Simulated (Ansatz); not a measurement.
Basis-set series for CH4ClFSSi (`C[Si](F)(S)Cl`). Total charge 0; spin multiplicity 1. The geometry is a stationary point of PBE0-D4/def2-TZVP. It is one conformer, not always the lowest.

| functional | basis | functions | energy (Eh) | HOMO (eV) | LUMO (eV) |
| --- | --- | --- | --- | --- | --- |
| PBE0-D4 | def2-TZVPP | 244 | -1287.96573 | -7.96 | 0.20 |
| PBE0-D4 | def2-QZVPP | 444 | -1288.00928 | -8.00 | -0.06 |
| ωB97M-V | def2-TZVPP | 244 | -1288.40562 | -10.18 | 1.94 |
| ωB97M-V | def2-QZVPP | 444 | -1288.44686 | -10.22 | 1.31 |

Task: Give the rows for def2-SVP. (Estimate.)

Result: Ansatz gave: 
| functional | basis | functions | energy (Eh) | HOMO (eV) | LUMO (eV) |
| --- | --- | --- | --- | --- | --- |
| PBE0-D4 | def2-SVP | 102 | -1287.38569 | -7.85 | 0.59 |
| ωB97M-V | def2-SVP | 102 | -1287.82335 | -10.03 | 2.51 |

Positive LUMOs are unbound and depend on the basis.
